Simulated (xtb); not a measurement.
H₃AlO₃, singlet, geometry from GFN2-xTB (such geometries of metal compounds can be far from the true shape), atoms displaced at random by about 0.1 Å a coordinate; GFN1-xTB in xtb 6.7.1.

The xtb input:
```
$ xtb mol.xyz --gfn 1 --opt sloppy --json

# file mol.xyz
7

Al     0.06952388     0.24298462    -0.10634977
O     -1.10930550    -1.35102182     0.11888220
H     -2.14462750    -1.42236852    -0.25162783
O     -0.30134958     1.09414633    -0.91042627
H      0.07441039     2.11007535    -1.06026028
O      1.41982724    -0.15920658     0.81570233
H      1.80943633    -0.65583448     1.28159865
```

The log (banner, timings and long lists left out):

```
   ID    Z sym.   atoms
    1   13 Al     1
    2    8 O      2, 4, 6
    3    1 H      3, 5, 7

           -------------------------------------------------
          |                Calculation Setup                |
           -------------------------------------------------

           -------------------------------------------------
          |                 G F N 1 - x T B                 |
           -------------------------------------------------

          ...................................................
          :                      SETUP                      :
          :.................................................:
          :  # basis functions                  28          :
          :  # atomic orbitals                  27          :
          :  # shells                           15          :
          :  # electrons                        24          :
          :  # halogen bonds                     0          :
          :  max. iterations                   250          :
          :  Hamiltonian                  GFN1-xTB          :
          :  restarted?                      false          :
          :  GBSA solvation                  false          :
          :  PC potential                    false          :
          :  electronic temp.          300.0000000     K    :
          :  accuracy                    1.0000000          :
          :  -> integral cutoff          0.2500000E+02      :
          :  -> integral neglect         0.1000000E-07      :
          :  -> SCF convergence          0.1000000E-05 Eh   :
          :  -> wf. convergence          0.2000000E-04 e    :
          :  Broyden damping             0.4000000          :
          :  net charge                          0          :
          :  unpaired electrons                  0          :
          ...................................................

 iter      E             dE          RMSdq      gap      omega  full diag
   1    -17.1614272 -0.171614E+02  0.686E+00    7.19       0.0  T
   2    -17.2211666 -0.597393E-01  0.413E+00    6.43       1.0  T
   3    -17.2198976  0.126896E-02  0.124E+00    5.96       1.0  T
   4    -17.2235276 -0.362996E-02  0.246E-01    6.27       1.0  T
   5    -17.2238268 -0.299237E-03  0.412E-02    6.18       1.0  T
   6    -17.2238332 -0.638589E-05  0.539E-03    6.19       7.0  T
   7    -17.2238333 -0.870062E-07  0.983E-04    6.19      38.5  T
   8    -17.2238333 -0.226899E-08  0.917E-05    6.19     412.0  T
   9    -17.2238333 -0.584066E-11  0.338E-05    6.19    1117.8  T

   *** convergence criteria satisfied after 9 iterations ***

         :::::::::::::::::::::::::::::::::::::::::::::::::::::
         ::                     SUMMARY                     ::
         :::::::::::::::::::::::::::::::::::::::::::::::::::::
         :: total energy             -16.824041233850 Eh    ::
         :: gradient norm              1.577081545745 Eh/a0 ::
         :: HOMO-LUMO gap              6.194874863231 eV    ::
         ::.................................................::
         :: SCC energy               -17.223833282708 Eh    ::
         :: -> electrostatic           0.147001877875 Eh    ::
         :: repulsion energy           0.401133582003 Eh    ::
         :: dispersion energy         -0.001341533145 Eh    ::
         :: halogen bond corr.         0.000000000000 Eh    ::
         :: add. restraining           0.000000000000 Eh    ::
         :: total charge              -0.000000000000 e     ::
         :::::::::::::::::::::::::::::::::::::::::::::::::::::

      -----------------------------------------------------------
     |                   =====================                   |
     |                        A N C O P T                        |
     |                   =====================                   |
     |               Approximate Normal Coordinate               |
     |                Rational Function Optimizer                |
[...]
 * total energy  :   -16.8240412 Eh     change       -0.5975664E-11 Eh
 * total energy  :   -17.1013109 Eh     change       -0.2772697E+00 Eh
 * total energy  :   -17.1416576 Eh     change       -0.4034666E-01 Eh
 * total energy  :   -17.1626419 Eh     change       -0.2098430E-01 Eh
 * total energy  :   -17.1666299 Eh     change       -0.3987994E-02 Eh
 * total energy  :   -17.1685992 Eh     change       -0.1969324E-02 Eh
 * total energy  :   -17.1690285 Eh     change       -0.4292688E-03 Eh
 * total energy  :   -17.1692545 Eh     change       -0.2259763E-03 Eh
 * total energy  :   -17.1693645 Eh     change       -0.1100133E-03 Eh
 * total energy  :   -17.1694789 Eh     change       -0.1143809E-03 Eh
 * total energy  :   -17.1695677 Eh     change       -0.8878589E-04 Eh
 * total energy  :   -17.1696339 Eh     change       -0.6629624E-04 Eh
   *** GEOMETRY OPTIMIZATION CONVERGED AFTER 12 ITERATIONS ***
         :: total energy             -17.169633948769 Eh    ::
[...]
          |                Property Printout                |
           -------------------------------------------------

    * Orbital Energies and Occupations

         #    Occupation            Energy/Eh            Energy/eV
      -------------------------------------------------------------
         1        2.0000           -0.7523300             -20.4719
         2        2.0000           -0.7508097             -20.4306
         3        2.0000           -0.7297293             -19.8569
         4        2.0000           -0.5954672             -16.2035
         5        2.0000           -0.5844240             -15.9030
         6        2.0000           -0.5825280             -15.8514
         7        2.0000           -0.5198826             -14.1467
         8        2.0000           -0.5075025             -13.8098
         9        2.0000           -0.5009433             -13.6314
        10        2.0000           -0.4962735             -13.5043
        11        2.0000           -0.4956335             -13.4869
        12        2.0000           -0.4949112             -13.4672 (HOMO)
        13                         -0.2435070              -6.6262 (LUMO)
        14                         -0.1119571              -3.0465
        15                         -0.1095326              -2.9805
        16                         -0.0975112              -2.6534
        17                          0.0101680               0.2767
        18                          0.0140798               0.3831
        19                          0.0176882               0.4813
        20                          0.1094276               2.9777
        21                          0.1389079               3.7799
        22                          0.1507441               4.1020
        23                          0.3900341              10.6134
       ...                                ...                  ...
        27                          1.0898000              29.6550
      -------------------------------------------------------------
                  HL-Gap            0.2514042 Eh            6.8411 eV
             Fermi-level           -0.3692091 Eh          -10.0467 eV

  Mulliken/CM5 charges         n(s)   n(p)   n(d)
     1Al    0.71258  0.72113   0.661  1.060  0.566
     2O    -0.59482 -0.77688   1.651  4.944  0.000
     3H     0.35980  0.54010   0.640  0.000  0.000
     4O    -0.59724 -0.77934   1.650  4.947  0.000
     5H     0.35857  0.53823   0.641  0.000  0.000
     6O    -0.59849 -0.78143   1.643  4.956  0.000
     7H     0.35960  0.53821   0.640  0.000  0.000

Wiberg/Mayer (AO) data.
largest (>0.10) Wiberg bond orders for each atom

 ---------------------------------------------------------------------------
     #   Z sym  total        # sym  WBO       # sym  WBO       # sym  WBO
 ---------------------------------------------------------------------------
     1  13 Al   3.682 --     6 O    1.206     2 O    1.204     4 O    1.202
     2   8 O    2.118 --     1 Al   1.204     3 H    0.838
     3   1 H    0.872 --     2 O    0.838
     4   8 O    2.116 --     1 Al   1.202     5 H    0.840
     5   1 H    0.873 --     4 O    0.840
     6   8 O    2.116 --     1 Al   1.206     7 H    0.838
     7   1 H    0.871 --     6 O    0.838
 ---------------------------------------------------------------------------

Topologies differ in total number of bonds
Writing topology from bond orders to xtbtopo.mol

 dipole moment from electron density (au)
     X       Y       Z
   0.1060   0.1185   0.0902  total (Debye):    0.465

optimized geometry written to: xtbopt.xyz

           -------------------------------------------------
          | TOTAL ENERGY              -17.169633948769 Eh   |
          | GRADIENT NORM               0.004734358795 Eh/α |
          | HOMO-LUMO GAP               6.841056029749 eV   |
           -------------------------------------------------

normal termination of xtb
```
